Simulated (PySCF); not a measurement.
# Correlation energy of La²⁺ (lanthanum, charge +2)

[Xe] 5d1, 2D determinant. All numbers are calculated (PySCF 2.14, scalar relativity by spin-free X2C-1e, in x2c-TZVPPall). Frozen: [Ar] 3d10; 27 electrons correlated.

MP2 pair energies summed by pair of shells (mhartree):

```
 pair   energy  share (%)
4d-4d  -282.69       41.6
4d-5p  -128.22       18.9
5p-5p   -96.36       14.2
5p-5d   -26.80        3.9
4p-4d   -25.45        3.7
5s-5p   -25.37        3.7
4d-5s   -24.53        3.6
4p-4p   -18.12        2.7
4s-4d   -17.12        2.5
4p-5p    -6.81        1.0
4d-5d    -6.66        1.0
4p-5s    -6.33        0.9
5s-5s    -5.19        0.8
5s-5d    -2.72        0.4
4s-4p    -2.61        0.4
4s-4s    -1.81        0.3
4s-5p    -1.05        0.2
4s-5s    -0.58        0.1
4p-5d    -0.53        0.1
4s-5d    -0.12        0.0
```

Total MP2 correlation energy: -679.08 mhartree.

Same-spin part -248.31 and opposite-spin part -430.77 mhartree; SCS-MP2 scales them by 1/3 and 6/5 to -599.69 mhartree.

This basis was not built for core-valence correlation, so the inner-shell part is incomplete.
